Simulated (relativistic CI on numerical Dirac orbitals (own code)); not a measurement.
Ag XVIII: sensitivity of the levels to the model

Base calculation: Dirac-Coulomb-Breit CI, separate exchange-only KLI orbitals for each configuration, QED by a radiative potential, unscaled Slater integrals.

Configuration list (outside the closed core [Ar]): 3d¹⁰4s², 3d¹⁰4s4p, 3d¹⁰4p², 3d¹⁰4s4d, 3d¹⁰4d², 3d¹⁰4s4f, 3d¹⁰4p4d, 3d¹⁰4f², 3d¹⁰4p4f, 3d¹⁰4s5s, 3d¹⁰4d4f, 3d¹⁰4s5p, 3d¹⁰4s5d, 3d¹⁰4s5f, 3d¹⁰4s5g, 3d¹⁰4s6s, 3d¹⁰4s6p, 3d¹⁰4s6d, 3d¹⁰4s6f, 3d¹⁰4s7s, 3d⁹4s²4p, 3d⁹4s²4d, 3d⁹4s²4f, 3d⁹4s²5s, 3d⁹4s²5p, 3d⁹4s²5d. Double excitations out of closed p, d and f shells are left out; levels of such configurations are missing from the list, as are those of other unlisted configurations, and high levels can miss mixing partners. These lack a partner that the ground configuration has and come out too high: 3d⁹4s²4p, 3d⁹4s²4d, 3d⁹4s²4f, 3d⁹4s²5s, 3d⁹4s²5p.

The lowest level and the first level of each name with at least 55 % of one term (blank where a level has no safe partner in the second run):

| Level | Base (cm⁻¹) | Shift (cm⁻¹) |
| --- | --- | --- |
| 3d¹⁰4s² ¹S0 | 0 | 0 |
| 3d¹⁰4s4p ³P°0 | 266908 | +1331 |
| 3d¹⁰4s4p ³P°1 | 280872 | +1315 |
| 3d¹⁰4s4p ³P°2 | 329682 | +1213 |
| 3d¹⁰4s4p ¹P°1 | 411458 | +1247 |
| 3d¹⁰4p² ³P0 | 625854 | +2701 |
| 3d¹⁰4p² ³P1 | 670457 | +2603 |
| 3d¹⁰4p² ¹D2 | 673041 | +2527 |
| 3d¹⁰4p² ³P2 | 731902 | +2427 |
| 3d¹⁰4p² ¹S0 | 790715 | +2473 |
| 3d¹⁰4s4d ³D1 | 867951 | +1345 |
| 3d¹⁰4s4d ³D2 | 872013 | +1335 |
| 3d¹⁰4s4d ³D3 | 879086 | +1311 |
| 3d¹⁰4s4d ¹D2 | 941314 | +1464 |
| 3d¹⁰4p4d ³F°2 | 1150283 | +2720 |
| 3d¹⁰4p4d ³F°3 | 1178354 | +2657 |
| 3d¹⁰4p4d ³D°1 | 1212491 | +2719 |
| 3d¹⁰4p4d ³F°4 | 1220141 | +2556 |
| 3d¹⁰4p4d ³P°0 | 1256206 | +2615 |
| 3d¹⁰4p4d ³D°3 | 1258729 | +2587 |
| 3d¹⁰4p4d ³P°1 | 1259251 | +2613 |
| 3d¹⁰4p4d ¹F°3 | 1293128 | +2389 |

At this charge energies of transitions that change n are usually good to better than 1 %, and those within a shell (Δn = 0) to a few per cent.

Problem. One thing was changed in a second run, which moved the levels as shown. Which?
A. P86 correlation estimate
B. QED terms removed
C. one mean potential for all configurations
D. Breit term removed
E. configuration mixing switched off

Solution. B. QED terms removed. QED shifts follow the density of s (and p1/2) electrons at the nucleus, so configurations move by their count of such electrons; where none moves, the smaller shifts of p3/2 electrons and of j = l + 1/2 against j = l − 1/2 set the pattern.

LS names give the leading component of a level, which can be under half, so a name can repeat, a term be missing and a line seem to break the LS rules.
